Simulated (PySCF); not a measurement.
C5H7BS.
Z-matrix (Å and degrees, GFN2-xTB geometry), rows numbered from 1:
```
B 
C   1  1.5188
C   2  1.3787  1  128.96
C   3  1.4079  2  115.12  1   179.29
C   4  1.4933  3  124.06  2  -179.59
C   4  1.3679  3  111.20  2     0.13
S   6  1.7090  4  112.89  3    -0.03
H   1  1.1690  2  120.22  3  -179.26
H   1  1.1696  2  119.01  3     0.46
H   3  1.0764  2  121.94  1    -0.63
H   5  1.0894  4  110.20  3    61.83
H   5  1.0890  4  110.31  3   -57.20
H   5  1.0868  4  110.76  3  -177.76
H   6  1.0732  4  127.46  3  -179.98
```

Vertical excitations from PySCF (density fitting, frozen core in the response, grid level 2 and gas phase unless stated; continuum runs use non-equilibrium linear response for the excitations) on a GFN2-xTB geometry. Reference run:

```csv
settings,"S1, eV (f)","S2, eV (f)","S3, eV (f)","S4, eV (f)","S5, eV (f)","S6, eV (f)","T1, eV (Tamm–Dancoff)",mean α (au)
"PBE0/def2-SVPD, full TDDFT, 6 singlets",4.40 (0.082),4.85 (0.228),5.53 (0.000),6.03 (0.003),6.25 (0.000),6.50 (0.001),3.12,93.3
```

What do these settings give: (1) B3LYP/def2-SVPD, grid level 1, start guess atom, full TDDFT, 3 singlets; (2) LDA/def2-SVPD, full TDDFT, 3 singlets?

```csv
settings,"S1, eV (f)","S2, eV (f)","S3, eV (f)","S4, eV (f)","S5, eV (f)","S6, eV (f)","T1, eV (Tamm–Dancoff)",mean α (au)
"B3LYP/def2-SVPD, grid level 1, start guess atom, full TDDFT, 3 singlets",4.30 (0.073),4.77 (0.229),5.51 (0.000),–,–,–,–,94.3
"LDA/def2-SVPD, full TDDFT, 3 singlets",3.90 (0.042),4.58 (0.231),4.80 (0.000),–,–,–,3.10,97.7
```

(1) S1 moves by -0.10 eV (B3LYP has 20 % exact exchange, PBE0 25 % exact exchange). (2) S1 moves by -0.50 eV (LDA has no exact exchange, PBE0 25 % exact exchange). States are counted by energy in each run and needn't keep their character from row to row.

Which orbital pairs make up S1 in each run, and how does it sit against the orbital gap?

| settings | S1 configurations (weight) | S1 (eV) | orbital gap (eV) | S1 − gap (eV) |
| --- | --- | --- | --- | --- |
| PBE0/def2-SVPD, full TDDFT, 6 singlets | H→L 0.88, H−1→L 0.10 | 4.40 | 5.15 | -0.75 |
| B3LYP/def2-SVPD, grid level 1, start guess atom, full TDDFT, 3 singlets | H→L 0.84, H−1→L 0.13 | 4.30 | 4.77 | -0.47 |
| LDA/def2-SVPD, full TDDFT, 3 singlets | H→L 0.85, H−1→L 0.10 | 3.90 | 3.30 | +0.60 |

